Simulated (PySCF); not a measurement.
C7H6.
Atom-mapped SMILES: `[CH:1]#[C:2][C:3]#[C:4][CH:5]1[CH2:6][CH2:7]1` (hydrogens: H8 on C1; H9 on C5; H10, H11 on C6; H12, H13 on C7)

Geometry (PBE0-D3(BJ)/def2-SVP, Å), atoms numbered from 1 in this order:
```
atom  x, y, z in Å
C1     4.0429   -0.0591    1.1959
C2     2.9242   -0.1792    0.7306
C3     1.6649   -0.3143    0.2075
C4     0.5429   -0.4333   -0.2572
C5    -0.7765   -0.5687   -0.7964
C6    -1.9699   -0.6717    0.1302
C7    -1.7694    0.5679   -0.6709
H8     5.0295    0.0476    1.6063
H9    -0.8301   -1.1565   -1.7194
H10   -2.7614   -1.3661   -0.1617
H11   -1.7673   -0.6327    1.2028
H12   -2.4188    0.7515   -1.5301
H13   -1.4274    1.4677   -0.1546
```

Computed, not measured: core-valence-separated Tamm–Dancoff BHandHLYP/aug-pcX-1 (pcseg-1 on H) in PySCF, non-relativistic, gas phase, PBE0-D3(BJ)/def2-SVP geometry. The energies are unshifted.

The lowest roots of each edge with f over 0.003 (five at most, numbered afresh; weaker and dark ones are left out), with transition dipoles (au) in the frame of the coordinates:

```csv
root,edge,E (eV),f,μx,μy,μz
1,C,283.11,0.0580,-0.0339,0.0499,0.0687
2,C,283.28,0.0579,-0.0122,-0.0760,0.0491
3,C,283.36,0.0628,-0.0345,0.0519,0.0718
4,C,283.44,0.0598,0.0124,0.0772,-0.0499
5,C,283.53,0.0247,-0.0222,0.0325,0.0448
```

Question: Molecules are fixed in this frame and the field points along (1, 1, 0)/√2. What effective strengths 3 f cos²θ do the roots have (θ between field and μ)?

Answer: root 1 (C1): 0.003, root 2 (C1): 0.081, root 3 (C4): 0.003, root 4 (C4): 0.084, root 5 (C3): 0.001. Averaged over all orientations cos²θ is 1/3, which gives f back.

Cost: about 40 s of CPU time on one thread; the machine was shared, so the figure is rough.
